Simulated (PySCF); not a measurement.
**Polarisability and C₆ of Mn⁺ (manganese, charge +1)**

[Ar] 3d5 4s1, high-spin 7S determinant. Computed with PySCF 2.14 in x2c-QZVPPall with one added diffuse shell each of s, p, d, f, g type (12s8p6d5f3g, 128 functions), with the spin-free X2C one-electron Hamiltonian (Gaussian nucleus). Coupled (time-dependent) response in atomic units; α is the mean over directions.

```
method  mean α (bohr³)  C₆ (like pair)  S(−4)
   UHF           38.76           213.4   1376
   PBE           27.49           143.4  589.1
```

S(−4) is the Cauchy moment in α(ω) = α(0) + S(−4) ω² + …

α(iu) at UHF:

| u (hartree) | α(iu) (bohr³) |
| --- | --- |
| 0 | 38.76 |
| 0.0500 | 35.63 |
| 0.100 | 28.89 |
| 0.200 | 17.30 |
| 0.300 | 11.18 |
| 0.500 | 6.133 |
| 0.750 | 3.851 |
| 1.00 | 2.803 |
| 1.50 | 1.793 |
| 2.00 | 1.282 |
| 3.00 | 0.7615 |
| 5.00 | 0.3611 |

A single London oscillator, α(iu) = α/(1 + u²/ω²), gives C₆ = (3/4) ω α². Matching the computed C₆ needs ω = 4 × 213.4 / (3 × 38.76²) = 0.189 hartree.

For an ion, C₆ is the dispersion term alone; charge-induced terms of lower order in 1/R come first.
